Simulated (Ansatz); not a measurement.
One change: `O[CH2][In]([F])[F]` becomes `C[S][In]([F])[F]`.

Ansatz, PBE0-D4/def2-TZVP geometries, multiplicity 1. Each molecule was computed in one conformer, which needn't be the lowest.

Elements past krypton have def2 core potentials.

```csv
property,`O[CH2][In]([F])[F]`
HOMO energy (PBE0/def2-TZVPP) / eV,-7.94
HOMO–LUMO gap (ωB97M-V/def2-TZVPP) / eV,9.83
LUMO energy (ωB97M-V/def2-TZVPP) / eV,-0.28
HOMO–LUMO gap (PBE/def2-TZVPP) / eV,3.71
LUMO energy (PBE/def2-TZVPP) / eV,-2.92
size of the dipole moment (PBE/def2-TZVPP) / D,3.69
```

(1) What does the change do to each property? (Estimate.)

## Answers

(1) Computed: 
| property | `C[S][In]([F])[F]` | shift |
| --- | --- | --- |
| HOMO energy (PBE0/def2-TZVPP) / eV | -7.84 | 0.10 |
| HOMO–LUMO gap (ωB97M-V/def2-TZVPP) / eV | 9.51 | -0.32 |
| LUMO energy (ωB97M-V/def2-TZVPP) / eV | -0.51 | -0.23 |
| HOMO–LUMO gap (PBE/def2-TZVPP) / eV | 3.29 | -0.42 |
| LUMO energy (PBE/def2-TZVPP) / eV | -3.32 | -0.40 |
| size of the dipole moment (PBE/def2-TZVPP) / D | 3.63 | -0.06 |

With PBE0 the HOMO rises by 0.10 eV and the LUMO falls by 0.35 eV, so the gap narrows by about 0.45 eV. PBE moves the HOMO by 0.02 eV and ωB97M-V by 0.09 eV. Dipoles are sizes alone; their direction can turn.
